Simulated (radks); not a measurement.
Values are calculated unless marked as measured or tabulated.
Question: The mean radii <r> (bohr) of the occupied orbitals of an atom or ion are listed with their occupations. Level of theory: Dirac Kohn-Sham, LDA (Slater exchange, Perdew-Wang correlation), spin-unpolarised, spherical densities, point nucleus (a radial shooting solver on a logarithmic mesh with Libxc functionals).

orbital  occ.      <r>
1s1/2       2  0.02276
2s1/2       2  0.09655
2p1/2       2  0.08076
2p3/2       4  0.08738
3s1/2       2   0.2548
3p1/2       2   0.2444
3p3/2       4   0.2572
3d3/2       4   0.2287
3d5/2       6   0.2327
4s1/2       2   0.5795
4p1/2       2   0.5935
4p3/2       4   0.6229
4d3/2       4   0.6655
4d5/2       6   0.6759
5s1/2       2    1.410
5p1/2       2    1.593
5p3/2       4    1.691
4f5/2       6    1.001
6s1/2       1    3.865

Name the element and its charge. Open shells, if any, fill j = l - 1/2 first.

Answer: Z = 62, samarium, charge +1: Sm+ in [Xe] 4f6 6s1. The 1s radius gives Z: for a bare nucleus <r> = (2 gamma + 1)/(2Z) with gamma = sqrt(1 - (Z/c)^2), 0.02245 bohr for Z = 62, and screening makes it slightly larger (0.02276 here). The occupations add up to 61, and the charge is Z minus that.
